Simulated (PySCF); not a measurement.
C2H10OSi2.
Bonds: C1–Si2, Si2–O3, O3–C4, C4–Si5. Hydrogens: H6, H7, H8 on C1; H9, H10 on Si2; H11, H12 on C4; H13, H14, H15 on Si5.

Level of theory: PBE0-D3(BJ)/def2-SVP geometry optimisation, gas phase (PySCF 2.14.0).

Entries marked ? are missing. Bonds in one row agree within 0.01 Å.

```
               coordinate    value
                   C1–Si2        ?
                   Si2–O3        ?
                    O3–C4        ?
                   C4–Si5  1.897 Å
      C1–H6, C1–H7, C1–H8  1.101 Å
          Si2–H9, Si2–H10  1.499 Å
           C4–H11, C4–H12  1.109 Å
Si5–H13, Si5–H14, Si5–H15  1.494 Å
                Si2–C1–H6   110.7°
                 H6–C1–H7   108.3°
                C1–Si2–O3   107.1°
                C1–Si2–H9   111.5°
                O3–Si2–H9        ?
               H9–Si2–H10   107.7°
                Si2–O3–C4        ?
                O3–C4–Si5   108.4°
                O3–C4–H11   111.7°
               Si5–C4–H11   109.4°
               H11–C4–H12   106.1°
               C4–Si5–H13        ?
              H13–Si5–H14   109.2°
```

Problem. Fill in the missing values.

Solution. 
- C1–Si2 = 1.861 Å, drawn single (Si-methyl carbon to oxygen-bound silicon); 0.01 Å below the sum of covalent radii, 1.87 Å.
- Si2–O3 = 1.673 Å, drawn single (oxygen-bound silicon to silyl ether oxygen); 0.10 Å below the sum of covalent radii, 1.77 Å.
- O3–C4 = 1.409 Å, drawn single (silyl ether oxygen to sp3 carbon bound to oxygen); 0.01 Å below the sum of covalent radii, 1.42 Å.
- O3–Si2–H9 = 109.4°, at the oxygen-bound silicon; the outer atoms are 2.591 Å apart.
- Si2–O3–C4 = 123.3°, at the silyl ether oxygen; the outer atoms are 2.715 Å apart.
- C4–Si5–H13 = 109.9°, at the SiH3 silicon; the outer atoms are 2.785 Å apart.

Radii are Cordero's, carbon taken as 0.76, 0.73 or 0.69 Å for four, three, and two or fewer neighbours.

Stationary, but not proved a minimum. The numbers are those of one conformer (C1–Si2–O3–C4 -178°, Si2–O3–C4–Si5 179°).
